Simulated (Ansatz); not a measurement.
SnHMe2(OAc) (C4H10O2Sn), relaxed as a singlet with RKS PBE-D4/def2-SVP in Ansatz, starting from the GFN2-xTB geometry. Force threshold 0.02 eV/Å.

In the def2 sets Sn takes a core potential; there is no spin–orbit coupling.

Start:

```xyz
17

Sn   -1.154   -0.083    0.551
H    -2.431   -0.419   -0.537
C    -0.945   -1.541    2.160
H    -0.038   -1.312    2.711
H    -0.865   -2.541    1.749
H    -1.794   -1.494    2.831
C    -0.781    2.005    1.069
H    -0.793    2.604    0.166
H     0.202    2.056    1.529
H    -1.532    2.360    1.765
O     0.583   -0.726   -0.505
C     0.748   -0.024   -1.577
C     1.980   -0.372   -2.369
O    -0.026    0.854   -1.904
H     1.947    0.113   -3.340
H     2.048   -1.450   -2.480
H     2.854   -0.029   -1.818
```

Problem. Estimate the energy that the relaxation releases and the steps that it takes.

Solution. 3.9 kcal/mol, in 16 steps; 44 s on 2 threads of AMD EPYC 7R13 on a shared host. The force fell under the threshold at step 9, but the optimiser went on. No frequencies were taken in this run, so the end may be a saddle point.

Problem. Does the start keep its bonding and symmetry?

Solution. By distances, no bond broke or formed. The bond that changes most is O11–C12, from 1.29 to 1.32 Å (atoms count from 1).

Problem. Predict the relaxed structure.

Solution. 
```xyz
17

Sn   -1.0805   -0.0977    0.4766
H    -2.4333   -0.4696   -0.5346
C    -0.9697   -1.4548    2.1642
H    -0.0500   -1.2503    2.7449
H    -0.9448   -2.5006    1.8034
H    -1.8519   -1.3179    2.8200
C    -0.8160    1.9571    1.0816
H    -1.0052    2.6174    0.2160
H     0.2296    2.0886    1.4229
H    -1.5027    2.2008    1.9159
O     0.7002   -0.8023   -0.4626
C     0.8039   -0.0666   -1.5506
C     2.0090   -0.3623   -2.4150
O    -0.0350    0.8031   -1.8292
H     2.0100    0.2855   -3.3086
H     2.0007   -1.4285   -2.7164
H     2.9357   -0.2022   -1.8286
```
Bond lengths: 2 × C–O 1.24 to 1.32 Å; 2 × C–Sn 2.16 to 2.17 Å; 1 × O–Sn 2.13 Å; 1 × C–C 1.51 Å; 9 × C–H 1.10 to 1.11 Å; 1 × H–Sn 1.73 Å.
